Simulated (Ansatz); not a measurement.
A nudged elastic band was laid between two geometries of Cl + ClF3H2OW (9 atoms, charge 0, multiplicity 2).

Theory: UKS PBE/def2-SVP (Ansatz).

```json
{
  "movable images": "9",
  "climbing image": "yes",
  "spring": "5.0 eV/Å²",
  "optimiser": "quadratic models (default)",
  "start path": "through a guess of the saddle point",
  "force threshold": "0.05 eV/Å",
  "iteration limit": "56",
  "end points": "relaxed"
}
```

Image 0:

```xyz
9
Properties=species:S:1:pos:R:3
W 0.020 -0.068 0.243
Cl 0.524 0.932 2.338
F 1.662 -0.230 -0.637
H 0.341 1.602 0.055
O -1.794 -0.054 0.641
H -2.664 -0.146 0.208
F 0.564 -1.615 1.167
F -0.604 -0.017 -1.536
Cl -0.417 -0.659 4.236
```

Image 10:

```xyz
9
Properties=species:S:1:pos:R:3
W 0.037 -0.256 -0.028
Cl 0.801 -0.033 2.403
F 1.703 0.410 -0.598
H -0.017 1.340 0.542
O -1.607 -0.343 0.729
H -1.894 0.000 1.699
F 0.807 -1.917 0.388
F -0.607 -0.111 -1.764
Cl -1.591 0.654 3.343
```

Question: What changes between the two ends?

Answer: No bond is made or broken.

Question: Give the energies along the band, and the barrier.

Answer: It converged. The highest image is number 1 of 0 to 10, 0.004 eV above the first end and 0.448 eV above the last; the last end lies 0.444 eV below the first. The top lies less than 8 meV above the higher end, about what the thresholds resolve: that end is a shoulder or a very shallow well. A vibrational analysis at the climbing image gives one clearly imaginary mode, 94i cm⁻¹: a first-order saddle point.

| image | path coordinate (Å) | energy (eV) |
| --- | --- | --- |
| 0 | 0.00 | 0.000 |
| 1 | 0.52 | 0.004 |
| 2 | 0.91 | -0.007 |
| 3 | 1.30 | -0.052 |
| 4 | 1.68 | -0.156 |
| 5 | 2.07 | -0.298 |
| 6 | 2.46 | -0.374 |
| 7 | 2.85 | -0.403 |
| 8 | 3.24 | -0.422 |
| 9 | 3.63 | -0.437 |
| 10 | 4.02 | -0.444 |

Question: What is the geometry of the highest image?

Answer: 
```xyz
9
Properties=species:S:1:pos:R:3:forces:R:3
W 0.048 -0.083 0.195 0.00 0.00 0.00
Cl 0.650 0.880 2.298 0.00 0.00 0.00
F 1.723 -0.169 -0.626 0.00 0.00 0.00
H 0.285 1.605 0.057 0.00 0.00 0.00
O -1.735 -0.084 0.653 0.00 0.00 0.00
H -2.700 -0.159 0.550 0.00 0.00 0.00
F 0.589 -1.645 1.099 0.00 0.00 0.00
F -0.548 -0.023 -1.586 0.00 0.00 0.00
Cl -0.679 -0.578 4.074 0.00 0.00 0.00
```

The run took 16 min on 4 threads of Arm Neoverse V2, on a shared host, peak memory 0.33 GiB.
